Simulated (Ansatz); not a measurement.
A made-up structure of GaBH2F, doublet:

B1  (1.652, -0.915, 0.840)
Ga2  (0.614, 0.317, 0.116)
F3  (-1.223, -0.362, -0.312)
H4  (-2.059, -0.661, -0.510)
H5  (1.268, 1.712, -0.074)
(Å)

It is relaxed with PBE-D4/def2-SVP and then PBE0-D4/def2-TZVP (Ansatz 0.2.0). Atoms count as bonded within 1.22 times the sum of their covalent radii (H–H: 0.88 Å). The end point is not checked to be a true minimum.

(1) Does its bonding change? (A judgement: the text doesn't fix the answer.)

## Answers

(1) The calculation gives: Yes. Formed: none; broken: Ga2–F3.

Where it ends: The first stage lowers the energy by 1.41 eV in 6 steps. It ends as a complex of GaBH ([B][GaH]) + HF:
| atom | x (Å) | y (Å) | z (Å) |
| --- | --- | --- | --- |
| B1 | 0.7765 | -1.4115 | 0.6944 |
| Ga2 | 0.9857 | 0.5540 | 0.1745 |
| F3 | -1.2589 | -0.1038 | -0.4049 |
| H4 | -1.0945 | -0.9837 | -0.0829 |
| H5 | 0.8429 | 2.0351 | -0.3214 |

Labels in which every atom is bracketed show which atoms are joined, not bond orders.

For scale, one of the runs: PBE0-D4/def2-TZVP relaxation, 122 basis functions, launched by `ansatz run in.yaml --threads 2 --pin off --events-out ev --progress --plain --max-ram 4352MiB`. The run took about 3.8 min on 2 CPU threads of an Arm Neoverse V1 (shared host).
